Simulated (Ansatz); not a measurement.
Species: C3H4S, SMILES `S(C)C#C` (charge 0, multiplicity 1), formula C3H4S.

### Question
How many basis functions does Ansatz (a quantum-chemistry and plane-wave program) with frozen-core CCSD(T)/cc-pVTZ // B3LYP-D3(BJ)/def2-TZVP use, how many core orbitals are frozen, and how many electrons are correlated?

### Answer
180 basis functions and 8 frozen orbitals, which leaves 22 correlated electrons. Core time is of the order of seconds.
